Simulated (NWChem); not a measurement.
System: GeN3H7; SMILES [NH2][GeH]([NH2])[NH2]

The following NWChem deck was run.

```
start job
memory heap 200 mb stack 900 mb global 1100 mb
geometry units angstroms noautoz
  Ge     0.035017     0.015253     0.242881
  N      0.157953     1.725391    -0.466187
  N      1.340638    -1.168261    -0.313177
  N     -1.501996    -0.787471    -0.411790
  H      0.218526     0.192870     1.780255
  H     -0.214561     2.455118     0.151903
  H     -0.292332     1.821180    -1.384063
  H      2.281017    -0.871045    -0.027049
  H      1.351785    -1.276244    -1.334952
  H     -2.367180    -0.303062    -0.147923
  H     -1.588886    -1.770952    -0.128891
end
basis spherical
  Ge library def2-svp
  N library def2-svp
  H library def2-svp
end
dft
  xc b3lyp
  iterations 150
  mulliken
end
task dft energy
```

All runs use the structure optimised with PBE-D3(BJ)/def2-SVP.

What results follow from this input? (B3LYP/def2-SVP.) Quantities: energy (Ha); highest occupied level (eV); orbital gap (eV); dipole (D).

The energy (Ha) is -2245.16 and the highest occupied level (eV) is -6.59. The orbital gap (eV) comes out as 7.55 and the dipole (D) comes out as 1.36.
